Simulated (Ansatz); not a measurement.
`C[O][GeH]([F])[Cl]` + CH₃NH₂ → `C[NH][GeH]([F])[Cl]` + CH₃OH at 500 K and 1 bar (ligand exchange at a Ge–O bond).

Gas-phase electronic energies from Ansatz, PBE0-D4/def2-TZVP geometries. CCSD(T)/CBS adds triple-zeta CCSD(T) − MP2 to the extrapolated MP2 energy (def2 sets, frozen cores). This one scheme is used for every species. For Ge outer-core shells are correlated without core-valence functions, which leaves a few kJ/mol of doubt a bond. Scalar relativity is left out up to krypton. One conformer a species, not always the lowest.

```tsv
species	CCSD(T)/CBS energy (Eh)	H − E (kJ/mol)	S (J/(mol·K))
`C[O][GeH]([F])[Cl]`	-2751.40462	187.3	428.0
CH₃NH₂	-95.75281	191.8	270.3
`C[NH][GeH]([F])[Cl]`	-2731.53480	221.8	432.5
CH₃OH	-115.61712	157.0	265.4
```

H − E and S are ideal-gas, rigid-rotor, harmonic terms from PBE0-D4/def2-TZVP, for one conformer and one mirror image of each species. 1 Eh = 2625.50 kJ/mol, R = 8.31446 J/(mol·K).

Problem. By hand: ΔE, ΔH, ΔS and ΔG.

Solution. ΔE = (-2731.53480) + (-115.61712) − (-2751.40462) − (-95.75281) = 0.00551 Eh = 14.5 kJ/mol. Δ(H − E) = 221.8 + 157.0 − 187.3 − 191.8 = -0.3, so ΔH = 14.2 kJ/mol. ΔS = 432.5 + 265.4 − 428.0 − 270.3 = -0.4 J/(mol·K). ΔG = 14.2 − 500 × (-0.4)/1000 = 14.4 kJ/mol.

Problem. By hand: the equilibrium constant, and the temperature at which ΔG would vanish if ΔH and ΔS stayed fixed.

Solution. log₁₀ K = −ΔG/(RT ln 10) = -1.5. ΔH and −TΔS have one sign here, so there is no such temperature.

The number of gas molecules stays the same, so ΔS is small and ΔH decides. A doubt of 5 kJ/mol in ΔE shifts log₁₀ K by 0.5 here. Other conformers and mirror images would add mixing entropy, several J/(mol·K) or more a flexible species. Modes under 60 cm⁻¹, often nearly free rotors, make the harmonic entropy too high. These are equilibria of isolated gas molecules and say nothing of rates. Largest T1 diagnostic: 0.012 (customary marks: 0.02 for closed shells, 0.045 for open ones).

ΔS is within the doubt of such terms, so its sign, and with it that verdict, could turn.
